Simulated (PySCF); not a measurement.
Compound: MoNCl3 (singlet state).
Geometry (PBE0-D3(BJ)/def2-SVP, Å), atoms numbered from 1 in this order:
```
atom  x, y, z in Å
Mo1    0.007   -0.002    0.031
N2     0.232   -0.033    1.626
Cl3    2.075    0.026   -0.860
Cl4   -1.159    1.881   -0.363
Cl5   -1.154   -1.871   -0.434
```

Method used: PBE0-D3(BJ)/def2-SVP geometry optimisation, gas phase, def2 core potentials past Kr in PySCF 2.14.0.

Problem. Which atoms are bound to Mo1, and at what distances?

Solution. 4 atoms: N2 1.611 Å, Cl4 2.249 Å, Cl5 2.250 Å, Cl3 2.252 Å.

Problem. List the angles at Mo1.

Solution. 
```csv
angle,degrees,distance of the outer atoms (Å)
Cl3–Mo1–Cl5,113.7,3.77
Cl3–Mo1–Cl4,113.4,3.76
Cl4–Mo1–Cl5,113.1,3.75
N2–Mo1–Cl3,105.3,3.09
N2–Mo1–Cl4,105.2,3.09
N2–Mo1–Cl5,105.1,3.09
```

Problem. What is the shape at Mo1?

Solution. Distorted tetrahedral: angles from 105.1° to 113.7°; τ4 = (360° − α − β)/141° = 0.94 with α and β the two widest (0 for a square, 1 for a tetrahedron). Differences among atoms that C3v makes equivalent are scatter left by the optimiser.

Problem. What are the rotational constants (commonest isotopes, rigid rotor)?

Solution. A = 1621, B = 1608, C = 1022 MHz: an oblate symmetric top.

Point group: C3v (tolerance 0.08 Å). Charge 0, singlet. No frequency check.

Time: 46 s wall. Hardware: one thread, Arm Neoverse V2, on a shared host. That covers the optimisation of the geometry.
